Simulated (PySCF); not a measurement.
Ligands exchanged one at a time, Ge F-OH. Isolated molecules, 0 K electronic values unless said otherwise. One relaxed conformer stands for each flexible species; it need not be the lowest. Strings in code marks are SMILES.

The four lowest singlet excitations (Tamm–Dancoff). Method: PBE-D3(BJ)/def2-TZVP // r2SCAN-D4/def2-TZVP (PySCF 2.14.0). Excitations are Tamm–Dancoff values on a coarser integration grid. The basis has no diffuse functions, so Rydberg states are missing or too high.

```tsv
state	energy (eV)	wavelength (nm)	oscillator strength
S1	6.63	187	0.017
S2	7.72	161	0.000
S3	7.75	160	0.049
S4	8.04	154	0.020
```

Name which member gives these states.
(A) `[OH][Ge]([F])([F])[F]`
(B) `[OH][Ge]([OH])([F])[F]` (H–O–Ge–F torsion -85°, F–Ge–O–H torsion 30°)
(C) `[OH][Ge]([OH])([OH])[F]`
(D) `[OH][Ge]([OH])([OH])[OH]`

A, `[OH][Ge]([F])([F])[F]`
